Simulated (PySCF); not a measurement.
PySCF input for H₃Sn, SMILES [SnH3-], charge -1, PBE-D3(BJ)/def2-TZVPD. The structure is a stationary point at PBE-D3(BJ)/def2-TZVPD. The def2 effective core potentials stand for the cores of Sn; spin–orbit coupling is left out.

```python
import numpy as np
from pyscf import gto, scf, dft, df
from pyscf.hessian import thermo

mol = gto.M(
    atom='''
    Sn    0.00000000    0.00000000   -0.05743297
    H     1.30593328    0.75398093    0.95721629
    H    -1.30593336    0.75398091    0.95721622
    H    -0.00000002   -1.50796194    0.95721620
    ''',
    basis='def2-TZVPD',
    ecp={'Sn': 'def2-tzvp'},
    charge=-1,
    spin=0,
    max_memory=1600,
    verbose=3,
)
mf = dft.RKS(mol, xc='pbe').density_fit(auxbasis='def2-universal-jkfit')
mf.disp = 'd3bj'
mf.grids.level = 3
mf.conv_tol = 1e-11
mf.max_cycle = 100
mf.kernel()

# [left out here: the lines that compute and print the analytic Hessian (its translational invariance restored by hand, since the grid's response is missing), thermochemistry and intensities]
```

Program output:

```
converged SCF energy = -216.096842806706

WARN: DFTD3 does not support analytical Hessian, using finite difference


WARN: Mole.unit (angstrom) is changed to Bohr

Mode                                 0                   1                   2
Irrep
Freq [cm^-1]                      695.5016            709.4221            709.4271
Reduced mass [au]                   1.0263              1.0126              1.0126
Force const [Dyne/A]                0.2925              0.3003              0.3003
Char temp [K]                    1000.6719           1020.7005           1020.7077
Normal mode                   x     y     z       x     y     z       x     y     z
       0  Sn                -0.00 -0.00  0.01   -0.01  0.00 -0.00   -0.00 -0.01 -0.00
       1   H                 0.26  0.15 -0.48    0.05 -0.45  0.27   -0.40  0.44  0.19
       2   H                -0.26  0.15 -0.48   -0.03  0.36 -0.30    0.40  0.51  0.14
       3   H                 0.00 -0.30 -0.48    0.71  0.02  0.03    0.07 -0.22 -0.33
Mode                                 3                   4                   5
Irrep
Freq [cm^-1]                     1498.0122           1503.4750           1503.4800
Reduced mass [au]                   1.0149              1.0167              1.0167
Force const [Dyne/A]                1.3418              1.3540              1.3541
Char temp [K]                    2155.3061           2163.1658           2163.1730
Normal mode                   x     y     z       x     y     z       x     y     z
       0  Sn                -0.00 -0.00 -0.01    0.00  0.01 -0.00   -0.01  0.00 -0.00
       1   H                 0.43  0.25  0.30   -0.35 -0.20 -0.27    0.47  0.27  0.36
       2   H                -0.43  0.25  0.30    0.23 -0.13 -0.18    0.53 -0.31 -0.41
       3   H                -0.00 -0.49  0.30    0.00 -0.67  0.45   -0.00 -0.08  0.05
temperature 298.1500 [K]
pressure 101325.00 [Pa]
Rotational constants [GHz] 78.06140 78.06140 73.49447
Symmetry number 3
Zero-point energy (ZPE) 0.01508 [Eh]   39592.315 [J/mol]
                           tot       elec      trans        rot        vib
Entropy [J/mol/K]       235.485      0.000    168.633     62.933      3.919
Cv [J/mol/K]             36.173      0.000     12.472     12.472     11.229
Cp [J/mol/K]             44.487      0.000     20.786     12.472     11.229
Internal energy [J/mol]                      3718.434   3718.434  40503.272
Internal energy [Eh]   -216.07858  -216.09684
Enthalpy [J/mol]                             6197.391   3718.434  40503.272
Enthalpy [Eh]          -216.07764
Gibbs free energy [J/mol]                  -44080.497 -15045.069  39334.722
Gibbs free energy [Eh] -216.10438
mode   freq/cm-1   IR/(km/mol)
   1      695.50       179.686
   2      709.42        46.702
   3      709.43        46.695
   4     1498.01       670.498
   5     1503.47       724.957
   6     1503.48       724.951
max |gradient| / (hartree/bohr): 2.3916824490919947e-05
APT charges: [ 0.2819 -0.4273 -0.4273 -0.4273]
```

The run converged.

Cost: very roughly 15 core-seconds.
